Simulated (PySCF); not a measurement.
Isomers of C5H4FN, one conformer each. Method: core-valence-separated Tamm–Dancoff BHandHLYP/aug-pcX-1 (pcseg-1 on H) in PySCF, non-relativistic, gas phase, PBE0-D3(BJ)/def2-SVP geometry. No empirical shift is added; at this level the pattern usually sits a few eV under experiment.

P. `N#CC#CCCF`
Q. `c1(ccncc1)F`

Main lines, eV (oscillator strength):
1. C K: 283.4 (0.133), 283.6 (0.027), 283.7 (0.026), 283.8 (0.051), 283.9 (0.055); N K: 396.7 (0.059), 396.8 (0.059); F K: 685.4 (0.029), 687.2 (0.004), 688.2 (0.011)
2. C K: 283.3 (0.093), 283.4 (0.155), 285.0 (0.059), 285.0 (0.018), 286.3 (0.038); N K: 396.6 (0.060); F K: 686.0 (0.010), 686.7 (0.023), 687.7 (0.014), 688.4 (0.002), 689.0 (0.008)
Listed: the first five lines at most of each edge with a tenth or more of its strongest line's intensity; roots within 0.03 eV on the same or equivalent atoms are summed. Only the lowest roots were sought, and the top ones are left out.

Question: Which spectrum belongs to which isomer?

Answer: 1 = P, 2 = Q.
- P: first C line listed at 283.4 eV, hole on the alkyne carbon (1s→π*); first N line listed at 396.7 eV, hole on the nitrile nitrogen (1s→π*); first F line listed at 685.4 eV, hole on the alkyl fluorine.
- Q: first C line listed at 283.3 eV, hole on the aromatic CH carbon (1s→π*); first N line listed at 396.6 eV, hole on the pyridine-type nitrogen (1s→π*); first F line listed at 686.0 eV, hole on the aryl fluorine.

Question: What are the ground-state energies of the isomers at BHandHLYP/aug-pcX-1 (pcseg-1 on H), relative to the lowest?

Answer: P 202.7, Q 0.0 kJ/mol (electronic energies on these geometries, no dispersion or zero-point terms).
